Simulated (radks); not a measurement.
Pt2+, 76 electrons, occupied as [Xe] 4f14 5d8. All-electron calculation, Dirac Kohn-Sham, LDA (Slater exchange, Perdew-Wang correlation), spin-unpolarised, spherical densities, point nucleus; open shells fill j = l - 1/2 first. Program: a radial shooting solver on a logarithmic mesh with Libxc functionals.

X-ray form factor f0, the Fourier transform of the density (f0(0) = 76):

sin(theta)/lambda (1/angstrom)  f0 (electrons)
0.05                                    75.232
0.1                                     73.081
0.15                                    69.937
0.2                                     66.255
0.25                                    62.417
0.3                                     58.677
0.4                                     51.935
0.5                                     46.290
0.6                                     41.552
0.8                                     33.910
1                                       27.923
1.25                                    22.359
1.5                                     18.655
2                                       14.597
